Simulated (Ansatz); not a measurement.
C5H14Ge, singlet, geometry from GFN2-xTB, with bond 13-4 at 2.4 times its length; SC-NEVPT2/STO-3G, CASSCF(4,6) (Ansatz, a quantum-chemistry and plane-wave program).

Here is a job for Ansatz.
Ansatz 0.2 input:
```yaml
crystal:
  periodic: [false, false, false]
  atoms:
    - {symbol: Ge, position_ang: [-0.09465405, 0.24429412, 0.42317560]}
    - {symbol: C, position_ang: [-0.24801767, 1.89155650, -0.66652859]}
    - {symbol: C, position_ang: [1.82200215, -0.24155786, 0.70498925]}
    - {symbol: C, position_ang: [2.56347563, -0.51027886, -0.59675094]}
    - {symbol: C, position_ang: [-1.10414780, -1.25264351, -0.42507100]}
    - {symbol: C, position_ang: [-2.58915059, -0.95853180, -0.58354777]}
    - {symbol: H, position_ang: [-0.71171677, 0.52529402, 1.78576069]}
    - {symbol: H, position_ang: [-1.27515810, 2.24236481, -0.69919094]}
    - {symbol: H, position_ang: [0.07762712, 1.70373127, -1.68626212]}
    - {symbol: H, position_ang: [0.36676246, 2.68657268, -0.25458308]}
    - {symbol: H, position_ang: [2.31202684, 0.56981614, 1.24491610]}
    - {symbol: H, position_ang: [1.87510622, -1.12257403, 1.34561997]}
    - {symbol: H, position_ang: [1.46217765, -2.49498600, -1.88961721]}
    - {symbol: H, position_ang: [2.54090128, 0.36856239, -1.23842869]}
    - {symbol: H, position_ang: [3.60517493, -0.76547391, -0.40675776]}
    - {symbol: H, position_ang: [-0.97255421, -2.15410144, 0.17519940]}
    - {symbol: H, position_ang: [-0.66758914, -1.45908210, -1.40381500]}
    - {symbol: H, position_ang: [-3.04041756, -0.74650246, 0.38385069]}
    - {symbol: H, position_ang: [-2.74188909, -0.09277129, -1.22479769]}
    - {symbol: H, position_ang: [-3.10891646, -1.80727491, -1.02623090]}
basis:
  gaussian:
    orbitals: STO-3G
magnetization: {spin_polarized: false}
correlation: {method: sc_nevpt2, electrons: all, active_space: {window: {electrons: 4, orbitals: 6}}}
```

What the program printed (banner, timings and long lists left out):

```
Functional definition: HF
731 factors; integrals over basis functions are off by at most 3.9e-5 eV
mean field evaluation 1: about -61129.6977 eV, gradient 2.4e1 eV
mean field evaluation 2: about -61129.9420 eV, gradient 2.4e1 eV
mean field evaluation 4: about -61134.1925 eV, gradient 3.0e0 eV
mean field evaluation 8: about -61134.2325 eV, gradient 3.6e-2 eV
mean field -61134.23254059 eV, -2246.6416075954 hartree, gradient 1.3e-6 eV, S^2 0.000000; 0 other end points of the search recorded, 0 dependent functions left out; unrestricted orbitals would lower it
reference -61134.23254059 eV, -2246.6416075954 hartree; 38, 38 occupied and 19, 19 virtual orbitals, 731 factors
state -61139.60291428 eV, -2246.8389651884 hartree
state -61139.60291428 eV, -2246.8389651884 hartree; corrected -61147.06469443 eV, -2247.1131805513 hartree
state -61139.52718267 eV, -2246.8361821033 hartree
state -61139.52718267 eV, -2246.8361821033 hartree; corrected -61147.04738989 eV, -2247.1125446210 hartree
state -61139.60291428 eV, -2246.8389651884 hartree; corrected -61147.06469443 eV, -2247.1131805513 hartree
Total energy: -61147.06469443 eV, -2247.1131805513 hartree
```
